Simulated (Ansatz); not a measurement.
System: sum formula ZnO$_{2}$H$_{2}$ (charge 0, singlet). 
Structure (B3LYP-D3(BJ)/def2-TZVP (Ansatz, a program for electronic structure) minimum search):
```xyz
5

Zn    -0.0001     0.0083     0.0015
O      1.1532     0.1724    -1.3393
H      1.8905     0.7656    -1.1673
O     -1.1515    -0.3325     1.3103
H     -1.9018     0.2678     1.3544
```
Charge 0, spin multiplicity 1.

Parts of the frozen-core correlation energy in 6-31G* (Ansatz, hartree). Frozen orbitals: 11; correlated occupied orbitals by spin: 13 and 13; virtual: 46 and 46. Spin-orbit coupling is left out. Non-relativistic.

```
term                             value
-------------------------  -----------
reference (HF)             -1928.39920
MP2 opposite-spin             -0.44345
MP2 same-spin                 -0.19704
CCSD correlation              -0.62267
(T)                           -0.01393
T1 diagnostic                    0.020
largest doubles amplitude        0.027
```
